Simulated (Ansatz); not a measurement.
Process, species as SMILES: N[SiH2]O[SiH2]N → N[SiH2] + N[SiH2][O] (the O-Si bond at the site shown breaks; other sites are not compared here)
Structures are relaxed separately at B3LYP-D3(BJ)/def2-TZVP in Ansatz (a program for electronic structure), one conformer each, not searched for the lowest.

Property: bond dissociation energy (electronic energy difference), in kcal/mol. Valence correlation only, unless marked. UHF or UKS for open shells. Spin-orbit coupling is left out. No relativistic terms. CBS marks a two-point X^-3 extrapolation of the correlation energy; Hartree-Fock from the larger set.

```
level       program  bond dissociation energy (kcal/mol)
----------  -------  -----------------------------------
HF/cc-pVTZ   Ansatz                                105.6
```

Q: Predict the CCSD(T)/CBS(cc-pV(T+d)Z,cc-pV(Q+d)Z) result (Ansatz).

A: 139.4 kcal/mol, so HF/cc-pVTZ differs from it by -33.8 kcal/mol.
